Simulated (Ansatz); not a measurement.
CH$_{3}$NOSi, SMILES `N=C1O[SiH2]1` at its PBE0-D4/def2-TZVP geometry, where that method's forces vanish. The species carries charge 0 and has multiplicity 1.

```xyz
7

N     0.7035    1.6131   -0.8385
C     0.3622    0.5757   -0.2384
O     1.0869   -0.1312    0.6958
Si   -0.4114   -0.9001    0.4578
H    -0.0266    1.9208   -1.4735
H    -0.3638   -2.2222   -0.2012
H    -1.3507   -0.8561    1.5981
```

(1) What forces (eV/Å) does ωB97M-V/def2-TZVPP give on these atoms in Ansatz? (Best estimate.)

Answers

(1) Ansatz gave: 
```
N1   0.046  0.062 -0.024
C2  -0.256  0.070 -0.194
O3   0.112 -0.127  0.160
Si4  0.006 -0.147  0.114
H5   0.020 -0.041  0.044
H6  -0.032  0.186  0.075
H7   0.104 -0.003 -0.174
```
